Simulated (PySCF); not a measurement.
CH4MgS2.

```xyz
8

Mg    -0.3413     0.1740     0.3444
S     -2.0863     1.6395     0.7118
H     -1.2657     2.6243     1.1449
S      1.3671    -1.3335     0.0085
C      1.8345    -1.0781    -1.7455
H      1.0083    -1.3057    -2.4335
H      2.6557    -1.7756    -1.9606
H      2.1982    -0.0586    -1.9356
```

Geometry optimised at PBE0-D3(BJ)/def2-SVP. Other conformers were not sampled.

Calculation: PySCF with PBE0/pcSseg-1. Non-relativistic, no solvent.

Q: Give the absolute GIAO shielding of each atom: isotropic value and principal components (ppm). (An estimate is asked for; the answer gives what the named calculation found.)

A: 
| atom | σ(iso) | σ11 | σ22 | σ33 | span |
|---|---|---|---|---|---|
| Mg1 | 453.4 | 327.8 | 347.7 | 684.6 | 356.7 |
| S2 | 829.4 | 780.4 | 794.2 | 913.6 | 133.3 |
| H3 | 32.2 | 24.5 | 27.7 | 44.4 | 19.9 |
| S4 | 726.9 | 657.8 | 674.4 | 848.5 | 190.7 |
| C5 | 174.5 | 164.8 | 168.3 | 190.4 | 25.6 |
| H6 | 29.2 | 23.1 | 27.5 | 37.2 | 14.1 |
| H7 | 29.3 | 23.3 | 26.5 | 38.0 | 14.6 |
| H8 | 29.3 | 23.1 | 27.6 | 37.2 | 14.1 |
